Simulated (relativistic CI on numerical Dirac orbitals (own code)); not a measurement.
**Ce XXXI: computed level list**

Computed by Dirac-Coulomb-Breit CI, separate exchange-only KLI orbitals for each configuration, model QED, unscaled Slater integrals (own radial code, finite nucleus).

Configurations in the expansion (outside the closed core [Ne]): 3s²3p⁶3d¹⁰, 3s²3p⁶3d⁹4s, 3s²3p⁶3d⁹4p, 3s²3p⁶3d⁹4d, 3s²3p⁶3d⁹4f, 3s²3p⁵3d¹⁰4s, 3s²3p⁶3d⁸4s², 3s²3p⁵3d¹⁰4p, 3s²3p⁶3d⁸4s4p, 3s²3p⁶3d⁹5s, 3s²3p⁵3d¹⁰4d, 3s²3p⁶3d⁸4p², 3s3p⁶3d¹⁰4s, 3s²3p⁶3d⁹5p, 3s²3p⁶3d⁸4s4d, 3s²3p⁶3d⁹5d, 3s²3p⁶3d⁸4p4d, 3s3p⁶3d¹⁰4p, 3s²3p⁵3d¹⁰4f, 3s²3p⁵3d⁹4s², 3s²3p⁶3d⁹5f, 3s²3p⁶3d⁹5g, 3s²3p⁵3d⁹4s4p, 3s²3p⁶3d⁸4d², 3s3p⁶3d¹⁰4d, 3s²3p⁶3d⁹6s, 3s²3p⁵3d⁹4p², 3s²3p⁶3d⁹6p, 3s²3p⁵3d⁹4s4d, 3s3p⁶3d⁹4s², 3s²3p⁶3d⁹6d, 3s²3p⁵3d¹⁰5s, 3s3p⁶3d¹⁰4f, 3s²3p⁵3d⁹4p4d, 3s²3p⁵3d¹⁰5p, 3s3p⁶3d⁹4s4p. Levels of other configurations are missing.

| No. | Configuration | Term | J | E (eV) | % | Next component (%) | jj configuration (%) |
| --- | --- | --- | --- | --- | --- | --- | --- |
| 1 | 3s²3p⁶3d¹⁰ | ¹S | 0 | 0.00 | 100 |  | closed (100) |
| 2 | 3s²3p⁶3d⁹4s | ³D | 3 | 753.88 | 100 |  | 3d5/2^5 4s (100) |
| 3 | 3s²3p⁶3d⁹4s | ¹D | 2 | 755.13 | 54 | 45 ³D | 3d5/2^5 4s (100) |
| 4 | 3s²3p⁶3d⁹4s | ³D | 1 | 773.47 | 100 |  | 3d3/2^3 3d5/2^6 4s (100) |
| 5 | 3s²3p⁶3d⁹4s | ³D | 2 | 774.37 | 54 | 45 ¹D | 3d3/2^3 3d5/2^6 4s (100) |
| 6 | 3s²3p⁶3d⁹4p | ³P° | 2 | 814.78 | 59 | 29 ³D° | 3d5/2^5 4p1/2 (99) |
| 7 | 3s²3p⁶3d⁹4p | ³F° | 3 | 815.83 | 48 | 34 ¹F° | 3d5/2^5 4p1/2 (100) |
| 8 | 3s²3p⁶3d⁹4p | ³F° | 2 | 834.59 | 81 | 11 ¹D° | 3d3/2^3 3d5/2^6 4p1/2 (98) |
| 9 | 3s²3p⁶3d⁹4p | ³D° | 1 | 836.59 | 48 | 34 ³P° | 3d3/2^3 3d5/2^6 4p1/2 (94) |
| 10 | 3s²3p⁶3d⁹4p | ³F° | 4 | 842.67 | 100 |  | 3d5/2^5 4p3/2 (100) |
| 11 | 3s²3p⁶3d⁹4p | ¹D° | 2 | 844.30 | 56 | 31 ³P° | 3d5/2^5 4p3/2 (97) |
| 12 | 3s²3p⁶3d⁹4p | ¹P° | 1 | 844.92 | 72 | 27 ³P° | 3d5/2^5 4p3/2 (93) |
| 13 | 3s²3p⁶3d⁹4p | ³D° | 3 | 846.23 | 73 | 26 ¹F° | 3d5/2^5 4p3/2 (100) |
| 14 | 3s²3p⁶3d⁹4p | ³P° | 0 | 859.79 | 100 |  | 3d3/2^3 3d5/2^6 4p3/2 (100) |
| 15 | 3s²3p⁶3d⁹4p | ³F° | 3 | 863.32 | 51 | 41 ¹F° | 3d3/2^3 3d5/2^6 4p3/2 (100) |
| 16 | 3s²3p⁶3d⁹4p | ³D° | 1 | 863.39 | 51 | 38 ³P° | 3d3/2^3 3d5/2^6 4p3/2 (97) |
| 17 | 3s²3p⁶3d⁹4p | ³D° | 2 | 865.26 | 55 | 23 ¹D° | 3d3/2^3 3d5/2^6 4p3/2 (99) |
| 18 | 3s²3p⁶3d⁹4d | ³S | 1 | 936.98 | 62 | 34 ³P | 3d5/2^5 4d3/2 (86) |
| 19 | 3s²3p⁶3d⁹4d | ³G | 4 | 941.02 | 54 | 41 ¹G | 3d5/2^5 4d3/2 (99) |
| 20 | 3s²3p⁶3d⁹4d | ³D | 2 | 941.79 | 48 | 40 ³P | 3d5/2^5 4d3/2 (95) |
| 21 | 3s²3p⁶3d⁹4d | ³F | 3 | 943.41 | 45 | 30 ³D | 3d5/2^5 4d3/2 (97) |
| 22 | 3s²3p⁶3d⁹4d | ¹P | 1 | 945.07 | 56 | 23 ³D | 3d5/2^5 4d5/2 (87) |
| 23 | 3s²3p⁶3d⁹4d | ³G | 5 | 945.87 | 100 |  | 3d5/2^5 4d5/2 (100) |
| 24 | 3s²3p⁶3d⁹4d | ³D | 3 | 948.45 | 54 | 38 ¹F | 3d5/2^5 4d5/2 (97) |
| 25 | 3s²3p⁶3d⁹4d | ¹D | 2 | 949.23 | 46 | 36 ³P | 3d5/2^5 4d5/2 (94) |
| 26 | 3s²3p⁶3d⁹4d | ³F | 4 | 949.72 | 81 | 18 ¹G | 3d5/2^5 4d5/2 (99) |
| 27 | 3s²3p⁶3d⁹4d | ³P | 0 | 953.48 | 97 | 3 ¹S | 3d5/2^5 4d5/2 (56) |
| 28 | 3s²3p⁶3d⁹4d | ¹P | 1 | 959.85 | 43 | 39 ³D | 3d3/2^3 3d5/2^6 4d3/2 (92) |
| 29 | 3s²3p⁶3d⁹4d | ³G | 3 | 960.35 | 81 | 17 ¹F | 3d3/2^3 3d5/2^6 4d3/2 (98) |
| 30 | 3s²3p⁶3d⁹4d | ³F | 2 | 964.17 | 63 | 34 ¹D | 3d3/2^3 3d5/2^6 4d3/2 (99) |
| 31 | 3s²3p⁶3d⁹4d | ³P | 1 | 964.66 | 51 | 34 ³D | 3d3/2^3 3d5/2^6 4d5/2 (91) |
| 32 | 3s²3p⁶3d⁹4d | ³G | 4 | 966.61 | 46 | 41 ¹G | 3d3/2^3 3d5/2^6 4d5/2 (100) |
| 33 | 3s²3p⁶3d⁹4d | ³D | 2 | 967.75 | 47 | 20 ³P | 3d3/2^3 3d5/2^6 4d5/2 (99) |
| 34 | 3s²3p⁶3d⁹4d | ³F | 3 | 969.07 | 52 | 29 ¹F | 3d3/2^3 3d5/2^6 4d5/2 (99) |
| 35 | 3s²3p⁶3d⁹4d | ¹S | 0 | 994.47 | 95 | 3 ³P | 3d3/2^3 3d5/2^6 4d3/2 (55) |
| 36 | 3s²3p⁶3d⁹4f | ³P° | 0 | 1045.44 | 100 |  | 3d5/2^5 4f5/2 (100) |
| 37 | 3s²3p⁵3d¹⁰4s | ³P° | 2 | 1046.37 | 93 | 4 3s²3p⁶3d⁹4f ³P° | 3p3/2^3 4s (93) |
| 38 | 3s²3p⁶3d⁹4f | ³P° | 1 | 1046.76 | 78 | 15 ³D° | 3d5/2^5 4f5/2 (80) |
| 39 | 3s²3p⁵3d¹⁰4s | ¹P° | 1 | 1048.88 | 61 | 32 ³P° | 3p3/2^3 4s (93) |
| 40 | 3s²3p⁶3d⁹4f | ³P° | 2 | 1049.51 | 49 | 34 ³D° | 3d5/2^5 4f7/2 (56) |
| 41 | 3s²3p⁶3d⁹4f | ³H° | 5 | 1050.13 | 55 | 44 ¹H° | 3d5/2^5 4f5/2 (99) |
| 42 | 3s²3p⁶3d⁹4f | ³H° | 6 | 1050.23 | 100 |  | 3d5/2^5 4f7/2 (100) |
| 43 | 3s²3p⁶3d⁹4f | ¹D° | 2 | 1051.98 | 45 | 37 ³F° | 3d5/2^5 4f5/2 (61) |
| 44 | 3s²3p⁶3d⁹4f | ³F° | 3 | 1052.19 | 50 | 43 ³D° | 3d5/2^5 4f5/2 (73) |
| 45 | 3s²3p⁶3d⁹4f | ³F° | 4 | 1053.14 | 46 | 42 ³G° | 3d5/2^5 4f5/2 (75) |
| 46 | 3s²3p⁶3d⁹4f | ¹G° | 4 | 1053.85 | 50 | 32 ³F° | 3d5/2^5 4f7/2 (76) |
| 47 | 3s²3p⁶3d⁹4f | ³G° | 5 | 1054.66 | 81 | 15 ¹H° | 3d5/2^5 4f7/2 (98) |
| 48 | 3s²3p⁶3d⁹4f | ¹F° | 3 | 1055.25 | 51 | 23 ³D° | 3d5/2^5 4f7/2 (72) |
| 49 | 3s²3p⁶3d⁹4f | ³D° | 1 | 1059.29 | 77 | 13 ³P° | 3d5/2^5 4f7/2 (57) |
| 50 | 3s²3p⁶3d⁹4f | ³P° | 2 | 1068.94 | 44 | 27 ¹D° | 3d3/2^3 3d5/2^6 4f7/2 (82) |
| 51 | 3s²3p⁶3d⁹4f | ³H° | 4 | 1069.62 | 81 | 13 ¹G° | 3d3/2^3 3d5/2^6 4f5/2 (96) |
| 52 | 3s²3p⁶3d⁹4f | ³H° | 5 | 1071.39 | 41 | 41 ¹H° | 3d3/2^3 3d5/2^6 4f7/2 (99) |
| 53 | 3s²3p⁶3d⁹4f | ³F° | 2 | 1071.52 | 61 | 21 ³D° | 3d3/2^3 3d5/2^6 4f5/2 (84) |
| 54 | 3s²3p⁶3d⁹4f | ³F° | 3 | 1073.18 | 42 | 28 ³G° | 3d3/2^3 3d5/2^6 4f7/2 (90) |
| 55 | 3s²3p⁶3d⁹4f | ³G° | 3 | 1074.20 | 47 | 42 ¹F° | 3d3/2^3 3d5/2^6 4f5/2 (90) |
| 56 | 3s²3p⁶3d⁹4f | ³G° | 4 | 1074.26 | 45 | 33 ¹G° | 3d3/2^3 3d5/2^6 4f7/2 (97) |
| 57 | 3s²3p⁶3d⁹4f | ¹P° | 1 | 1089.54 | 89 | 7 ³D° | 3d3/2^3 3d5/2^6 4f5/2 (70) |
| 58 | 3s²3p⁵3d¹⁰4p | ³P | 1 | 1107.51 | 46 | 39 ³S | 3p3/2^3 4p1/2 (98) |
| 59 | 3s²3p⁵3d¹⁰4p | ³D | 2 | 1108.70 | 51 | 34 ¹D | 3p3/2^3 4p1/2 (100) |
| 60 | 3s²3p⁵3d¹⁰4p | ³D | 3 | 1135.47 | 100 |  | 3p3/2^3 4p3/2 (100) |
| 61 | 3s²3p⁵3d¹⁰4p | ¹P | 1 | 1135.61 | 56 | 31 ³S | 3p3/2^3 4p3/2 (98) |
| 62 | 3s²3p⁵3d¹⁰4s | ³P° | 0 | 1138.67 | 99 |  | 3p1/2 3p3/2^4 4s (99) |
| 63 | 3s²3p⁵3d¹⁰4p | ³P | 2 | 1139.09 | 67 | 32 ¹D | 3p3/2^3 4p3/2 (100) |
| 64 | 3s²3p⁵3d¹⁰4s | ³P° | 1 | 1140.06 | 64 | 35 ¹P° | 3p1/2 3p3/2^4 4s (99) |
| 65 | 3s²3p⁵3d¹⁰4p | ¹S | 0 | 1149.89 | 53 | 46 ³P | 3p3/2^3 4p3/2 (97) |
| 66 | 3s²3p⁵3d¹⁰4p | ³D | 1 | 1200.10 | 72 | 25 ¹P | 3p1/2 3p3/2^4 4p1/2 (99) |
| 67 | 3s²3p⁵3d¹⁰4p | ³P | 0 | 1210.16 | 54 | 45 ¹S | 3p1/2 3p3/2^4 4p1/2 (97) |
| 68 | 3s²3p⁶3d⁹5s | ³D | 3 | 1226.76 | 100 |  | 3d5/2^5 5s (100) |
| 69 | 3s²3p⁶3d⁹5s | ¹D | 2 | 1227.04 | 51 | 42 ³D | 3d5/2^5 5s (92) |
| 70 | 3s²3p⁵3d¹⁰4p | ³P | 1 | 1228.11 | 52 | 25 ³S | 3p1/2 3p3/2^4 4p3/2 (98) |

Energies count from the lowest computed level; ° marks odd parity. Filled j subshells are mostly left out of the jj labels.

The mean weight of the leading LS term, summed over parents, in these 70 levels is 65 %, and that of the leading jj configuration (from the same eigenvectors) 92 %, so jj coupling describes them better and the LS labels are nominal.

At this charge energies of transitions that change n are usually good to better than 1 %, and those within a shell (Δn = 0) to a few per cent.

LS names give the leading component of a level, which can be under half, so a name can repeat, a term be missing and a line seem to break the LS rules.
